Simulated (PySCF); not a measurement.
Unknown compound

The spectra below were simulated for a compound C5H7NO.

1H NMR (400 MHz, computed): δ 7.49 (m, 1H), 7.04 (m, 1H), 6.34 (br, 1H), 6.14 (m, 1H), 5.91 (m, 1H), 4.60 (m, 1H), 4.59 (m, 1H).

13C{1H} NMR (computed): δ 162.9 (C), 139.4 (CH2), 137.3 (CH), 136.3 (CH), 96.1 (CH2).

Theoretical values (PySCF 2.14.0 with density-fitted response routines): geometry from GFN2-xTB, shielding tensors at PBE0/pcSseg-1 (GIAO). Isolated molecule, single conformer, no relativistic terms.

References, each an isolated molecule treated in the same way: 1H (31.72 ppm) and 13C (186.93 ppm) vs TMS.

Choose the structure that fits.
A. CO/C=N/C1C=C1
B. C=C(C#N)OCC
C. CO/C=C(\C)C#N
D. C=CC(=C)NC=O
E. C=CNC(=O)C=C
F. CCC(=O)CC#N

Answers

E. 

The formula gives 3 degrees of unsaturation (no ring in the answer). 5 carbon signals for 5 carbons: no two carbons are equivalent. Carbon types of the structure: 1 × C, 2 × CH, 2 × CH2, leaving 1 H on heteroatoms. δC 162.9: amide carbonyl carbon; it is a carbonyl in resonance with an O or N lone pair, the region of acids, esters and amides. δC 139.4: β carbon of a C=C–C=O unit; conjugation with the carbonyl draws π density from the β position. δC 137.3: alkene carbon bearing nitrogen; an sp2 carbon further deshielded by the attached heteroatom. δC 136.3: α carbon of a C=C–C=O unit; an sp2 carbon of a C=C bond. δC 96.1: β carbon of an enol-ether or enamine type C=C; the O or N lone pair pushes π density onto this β carbon and shields it.

The others: C=C(C#N)OCC would give 4 signals for carbon-bound and other non-exchanging H, not 6; CO/C=C(\C)C#N would give 3 signals for carbon-bound and other non-exchanging H, not 6; CCC(=O)CC#N would give 3 signals for carbon-bound and other non-exchanging H, not 6; CO/C=N/C1C=C1 would give 4 carbon signals, not 5; C=CC(=C)NC=O has carbons computed at 159.8, 143.3, 142.4, 115.2, 111.4.

Exchangeable OH/NH protons stand at their gas-phase positions; hydrogen bonding in a real sample shifts them, mostly to higher δ. Amide-type NH protons are broadened by 14N but still split neighbouring CH signals. Shifts are as computed. Against solution values, carbons near 30 ppm lie about +3 ppm off and those near 130 ppm about +5 ppm. Of 1211 compounds with measured shifts, 218 miss one by over three times the rms of a fit or turn the order of signals round; such compounds aren't used in these exercises. The C=O carbon of an acid or of an amide with N–H lies up to 10 ppm further downfield in solution, through hydrogen bonding that the calculation lacks. Multiplicities follow the n + 1 count of equivalent neighbours, as no J values were calculated; m marks all less simple cases, F and P coupling included.
